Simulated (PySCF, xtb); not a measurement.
ClI, SMILES ClI (connectivity only; charge and spin as stated), charge -1, multiplicity 2.

Harmonic wavenumbers (cm⁻¹) from GFN2-xTB in xtb at its own minimum, in rising order: 157.

Question: What does PBE0-D3(BJ)/def2-TZVPD (PySCF 2.14.0) give at its own minimum? (Estimate from the structure and the level; the computed values follow.)

Answer: 171. Paired by order, the mean absolute difference is 14 cm⁻¹ and the zero-point energies are 0.2 and 0.2 kcal/mol.
